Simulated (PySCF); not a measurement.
isocyanic acid (CHNO), singlet, at a GFN2-xTB geometry. Base run: TPSS/6-31G* in PySCF.

PySCF was given this input:
```python
from pyscf import gto, scf, dft

mol = gto.Mole()
mol.atom = '''
    N    -1.09019945    0.19550444    0.26322046
    C     0.04813358   -0.04939770    0.01378604
    O     1.14545157   -0.10550804   -0.33882666
    H    -1.82101787   -0.22808056    0.78535375
'''
mol.basis = '6-31g*'
mol.verbose = 4
mol.symmetry = True
mol.build()

mf = dft.RKS(mol)
mf.xc = 'tpss'
mf.kernel()
mf.analyze()
```

Variants of this job, named by their change:

| change | ΔE vs base (eV) | point group used | SCF cycles |
|---|---|---|---|
| base | 0.00 | Cs | 10 |
| symmetry = off | 0.00 | C1 | 10 |
| irrep_nelec = A':16 A":6 | 20.00 | Cs | 11 |
| irrep_nelec = A':20 A":2 | 16.12 | Cs | 11 |
